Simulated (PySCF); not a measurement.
The same groups moved round the core (benzothiophene boryl+vinyl). Gas-phase values, no solvent. One relaxed conformer stands for each flexible species; it need not be the lowest. Strings in code marks are SMILES.

The four lowest singlet excitations (Tamm–Dancoff). All values below come from PBE-D3(BJ)/def2-TZVP // B3LYP-D3(BJ)/def2-SVP (PySCF). Excitations are Tamm–Dancoff values on a coarser integration grid. The basis has no diffuse functions, so Rydberg states are missing or too high.

```
state  energy (eV)  wavelength (nm)  oscillator strength
-----  -----------  ---------------  -------------------
S1            2.89              429                0.087
S2            3.38              367                0.035
S3            3.97              313                0.191
S4            4.42              280                0.274
```

Question: Say which member gives these states.
A. `Bc1cc(C=C)c2ccsc2c1`
B. `Bc1ccc(C=C)c2ccsc12`
C. `Bc1cc(C=C)cc2ccsc12`
D. `Bc1c(C=C)sc2ccccc12`

Answer: B, `Bc1ccc(C=C)c2ccsc12`
